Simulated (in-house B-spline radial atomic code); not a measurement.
Successive ionisation energies of tin; each step leads to the configuration of the next row (after the last: bare). NIST's values go from ground level to ground level; the uncertainty of those that are theory runs from under 0.1 % in few-electron ions to several per cent in heavy many-electron ones. Computed with an all-electron radial atomic-structure program (B-spline basis): non-relativistic Hartree-Fock, average of the configuration, point nuclei.

This level leaves out relativity, spin-orbit splitting included, which matters for heavy ions.

```csv
ion,configuration,ionisation energy (eV),tabulated value (eV),computed minus tabulated (eV),highest orbital,largest mean radius (bohr)
Sn30+,[Ar] 3d2,1754.3,1763,-9,3d,0.32453
Sn31+,[Ar] 3d1,1838.7,1844,-5,3d,0.32202
Sn32+,[Ne] 3s2 3p6,2065.9,2074,-8,3p,0.31953
Sn33+,[Ne] 3s2 3p5,2140.9,2142.1,-1,3p,0.31766
Sn34+,[Ne] 3s2 3p4,?,?,?,?,?
Sn35+,[Ne] 3s2 3p3,2293.5,2326,-32,3p,0.31397
Sn36+,[Ne] 3s2 3p2,2371.2,2443,-72,3p,0.31216
Sn37+,[Ne] 3s2 3p1,2449.6,2499,-49,3p,0.31037
Sn38+,[Ne] 3s2,?,?,?,?,?
Sn39+,[Ne] 3s1,2676.5,2762.49,-86,3s,0.30665
Sn40+,[He] 2s2 2p6,6395.8,6421,-25,2p,0.12846
Sn41+,[He] 2s2 2p5,6608.9,6631,-22,2p,0.12766
Sn42+,[He] 2s2 2p4,6824.9,6859,-34,2p,0.12686
Sn43+,[He] 2s2 2p3,7043.6,7080,-36,2p,0.12607
Sn44+,[He] 2s2 2p2,?,?,?,?,?
Sn45+,[He] 2s2 2p1,7489.5,7790,-300,2p,0.12453
Sn46+,[He] 2s2,7770.0,8103,-333,2s,0.12377
Sn47+,[He] 2s1,7969.0,8306.95,-338,2s,0.12307
Sn48+,1s2,33166.9,34257.15,-1090,1s,0.030227
Sn49+,1s1,34014.2,35192.5,-1178,1s,0.03
```

(1) Fill in the row of Sn34+.

(2) Fill in the row of Sn38+.

(3) Fill in the row of Sn44+.

(4) Where is the largest jump?

(5) How far is this level of theory from the measured and semi-empirical values?

## Answers

(1) ionisation energy (eV): 2216.8; tabulated value (eV): 2227; computed minus tabulated (eV): -10; highest orbital: 3p; largest mean radius (bohr): 0.3158.

(2) ionisation energy (eV): 2597.3; tabulated value (eV): 2687; computed minus tabulated (eV): -90; highest orbital: 3s; largest mean radius (bohr): 0.30861.

(3) ionisation energy (eV): 7265.2; tabulated value (eV): 7531; computed minus tabulated (eV): -266; highest orbital: 2p; largest mean radius (bohr): 0.1253.

(4) From Sn47+ to Sn48+, by a factor of 4.16 (7969 to 33167 eV); the highest orbital goes from 2s to 1s.

(5) Over those 14 rows the differences run from -333 to -1.18 eV (mean absolute value 76 eV). The calculation leaves out relativity, correlation and, in open shells, the multiplet splittings that an average leaves out.
